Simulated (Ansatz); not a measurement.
Species: sum formula H4BN2O, net charge -1, singlet state. It need not be the lowest isomer of its formula. Whether it binds its extra electron was not tested at this geometry. 
Structure (B3LYP-D3(BJ)/def2-TZVP (Ansatz, a first-principles code) minimum search):
```
B
N 1 1.3759
H 2 1.0182 1 114.00
O 1 1.4431 2 120.12 3 -179.59
H 4 0.9630 1 103.20 2 0.90
N 1 1.4947 2 130.02 3 -0.98
H 6 1.0092 1 114.36 2 26.43
H 6 1.0121 7 109.54 1 -129.85
```
Charge -1, spin multiplicity 1.

Total electronic energies in hartree. Valence correlation only, unless marked. Spin-orbit coupling is left out. Non-relativistic. CBS(X,Y): correlation extrapolated as X^-3; Hartree-Fock from the larger set.

| level | program | energy (Eh) |
|---|---|---|
| PBE0/def2-QZVPP | Ansatz | -211.96272 |
| r2SCANh-D4/def2-TZVPD | Ansatz + dftd4 | -212.06857 |
| wB97M-V/def2-TZVPD | Ansatz | -212.12252 |
| RPA@PBE/cc-pVQZ | Ansatz | -212.24426 |
| MP2/cc-pVQZ | Ansatz | -211.80577 |
| SCS-MP2/6-31G* | Ansatz | -211.40333 |
| CCSD/aug-cc-pVQZ | Ansatz | -211.82327 |
| CCSD(T) with core electrons/cc-pwCVTZ | Ansatz | -211.98631 |
| CCSD(T)/CBS(aug-cc-pVTZ,aug-cc-pVQZ) | Ansatz | -211.8924 |

Totals of different functionals don't rank their quality; only differences between species are comparable.
